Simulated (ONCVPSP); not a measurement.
# Potentials for O (Z = 8) compared

Generated with ld1.x 7.5 (TM, RRKJ, ultrasoft, PAW), atompaw 4.2 or ONCVPSP 4.0.1. The cutoff is in Ry: for ld1.x and atompaw files where the sum of valence levels is converged to 10 mRy in a Bessel basis, for ONCV files where the hardest occupied wave has 1 mHa per electron of residual kinetic energy. The error is the largest all-electron minus pseudo excitation energy over each file’s own four to seven test configurations (ionisations up to +4, promotions, holes and added fractions of an electron), all of which were solved. The labels leave out finer settings (local radius, basis sizes, second energies), which also bear on the numbers. Spin-polarised tests are not counted. The rows are a selection from randomly drawn settings: files with unsolved tests, undetermined cutoffs or missed reference levels are left out.

A true bound ghost makes a file unfit for plane-wave use even where its test errors are small: the radial tests pick states by their node count and pass the ghost by.

```tsv
potential	cutoff (Ry)	largest error (meV)	bound ghosts
ONCV, BLYP, scalar-relativistic, rc 0.70/1.50/1.15 (spd), local smoothed, core correction yes, reference 2s2 2p4, qcut 7.3/9.4/9.2, projectors 2/3/2	255	+762	none
ONCV, LDA (Perdew-Wang 92), scalar-relativistic, rc 0.75/1.35/1.20 (spd), local smoothed, core correction yes, reference 2s2 2p2.5, qcut 8.5/12.2/8, projectors 2/3/2	86	+192	none
ONCV, LDA (Perdew-Wang 92), scalar-relativistic, rc 0.75/1.85 (sp), local s, core correction no, reference 2s2 2p4, qcut 10.4/9.2, projectors 0/2	84	+1491	none
ONCV, PBE, scalar-relativistic, rc 0.85/1.95/2.05 (spd), local s, core correction no, reference 2s1 2p5, qcut 7.4/8.7/4.2, projectors 0/2/1	204	+876	none
ONCV, LDA (Perdew-Wang 92), scalar-relativistic, rc 0.70/1.95/1.85 (spd), local smoothed, core correction no, reference 2s1.75 2p4.25, qcut 7.3/6.1/4.8, projectors 3/2/2	240	+1205	s, d
ONCV, PBE, scalar-relativistic, rc 0.70/2.05 (sp), local s, core correction yes, reference 2s1.5 2p4.5, qcut 11.8/8.4, projectors 0/2	90	+822	none
```

Question: Fill in the row for O: ONCV, PBE, non-relativistic, rc 0.85/1.25/0.95 (spd), local smoothed, core correction yes, reference 2s1.75 2p4.25, qcut 8.3/13.5/11.9, projectors 2/2/2.

Answer: cutoff 96 Ry, largest error +62 meV, bound ghosts: none.
